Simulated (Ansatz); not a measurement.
A nudged elastic band was laid between two geometries of Cl3In + H2 (6 atoms, charge 0, multiplicity 1).

All numbers below come from Ansatz, RKS B3LYP-D4/def2-SVP.

```yaml
movable_images: 5
climbing_image: yes
spring: 5.0 eV/Å²
optimiser: quadratic models (default)
start_path: through a guess of the saddle point
force_threshold: 0.05 eV/Å
iteration_limit: 60
end_points: relaxed
```

Image 0:

```xyz
6
Properties=species:S:1:pos:R:3
In 0.006 0.217 0.170
Cl 0.001 0.779 2.443
Cl 2.027 0.069 -0.999
Cl -2.015 -0.009 -0.987
H 0.079 -2.468 0.666
H 0.061 -2.190 1.377
```

Image 6:

```xyz
6
Properties=species:S:1:pos:R:3
In 0.029 -0.764 -0.469
Cl 0.020 -0.019 2.405
Cl 1.966 0.471 -1.024
Cl -1.966 0.381 -1.015
H 0.067 -2.431 -0.063
H 0.043 -1.239 2.837
```

(1) What changes between the two ends?

(2) What energy profile does the band end with?

(3) What is the geometry of the highest image?

(4) What are the harmonic wavenumbers there?

## Answers

(1) Bonds broken: In1–Cl2, H5–H6. Bonds formed: In1–H5, Cl2–H6. Cl3In + H2 becomes Cl3H2In.

(2) The forces met the threshold. The highest image is number 3 of 0 to 6, 124.9 kJ/mol above the first end and 68.9 kJ/mol above the last; the last end lies 56.0 kJ/mol above the first. A vibrational analysis at the climbing image gives one clearly imaginary mode, 1134i cm⁻¹: a first-order saddle point. The orbitals stay closed-shell, which can raise the energy where a bond breaks towards radicals; this wasn't checked here.

```tsv
image	path coordinate (Å)	energy (kJ/mol)	In1–Cl2 (Å)	H5–H6 (Å)	In1–H5 (Å)
0	0.00	0.0	2.34	0.76	2.73
1	0.51	6.8	2.36	0.77	2.58
2	1.03	53.6	2.44	0.80	2.21
3	1.54	124.9	2.64	1.09	1.90
4	2.09	79.4	2.90	1.72	1.74
5	2.65	60.8	2.96	2.40	1.72
6	3.20	56.0	2.97	3.14	1.72
```

(3) 
```xyz
6
Properties=species:S:1:pos:R:3
In 0.020 -0.425 -0.155
Cl 0.024 -0.023 2.454
Cl 2.068 0.184 -1.109
Cl -2.056 0.118 -1.087
H 0.055 -2.046 0.844
H 0.048 -1.410 1.724
```

(4) 1134i, 74, 87, 107, 281, 320, 351, 395, 985, 1034, 1371, 1554 cm⁻¹.

The run took 110 s on 2 threads of Arm Neoverse V1 (shared host), peak memory 0.21 GiB.
